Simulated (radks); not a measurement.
Dynamic dipole polarisability and lines of the silicon ion Si12+, [He]. Calculated with a radial shooting solver on a logarithmic mesh with Libxc functionals: scalar-relativistic Kohn-Sham, LDA (Slater exchange, Perdew-Wang correlation), spin-unpolarised, spherical densities, finite nucleus; Fermi nuclear charge, rms radius of each element as measured or else 0.836 A^(1/3) + 0.57 fm. Time-dependent linear response with the Hartree and adiabatic LDA kernel, continuum included through the Sternheimer equations, no spin-orbit coupling, so fine structure and intercombination lines are absent. Lines are the poles of the dipole polarisability below minus the highest occupied eigenvalue, found on a grid refined at the orbital gaps; the lowest seven at most are given, and weak or close lines can be missed. The first line takes the name of the lowest orbital gap if no other gap lies below it; otherwise a line is named after a gap within 0.6 % of it, if that gap stands alone.

| photon energy (eV) | alpha (bohr^3) |
|---|---|
| 0 | 0.0002637 |
| 192.38 | 0.0002660 |
| 423.24 | 0.0002756 |
| 654.10 | 0.0002943 |
| 884.95 | 0.0003266 |
| 1115.8 | 0.0003829 |
| 1346.7 | 0.0004934 |
| 1577.5 | 0.0007916 |
| 1808.4 | 0.006456 |
| 2039.2 | -0.0001065 |
| 2270.1 | -0.0008598 |

Lines (eV, oscillator strength): 1831.8 (0.6768 nm, 1s-2p), f = 0.715; 2121.1 (0.5845 nm, 1s-3p), f = 0.141; 2219.4 (0.5587 nm, 1s-4p), f = 0.0527; 2264.4 (0.5475 nm, unassigned), f = 0.0255; 2288.8 (0.5417 nm, unassigned), f = 0.0143. Higher lines, where found, are left out when the end of the mesh affects them. Those listed give 74 % of the static polarisability (sum of f/w^2). Orbital energy gaps for comparison: 1s-2p 1827.6 eV; 1s-3p 2119.5 eV; 1s-4p 2218.6 eV; 1s-5p 2264.0 eV; 1s-6p 2288.5 eV.
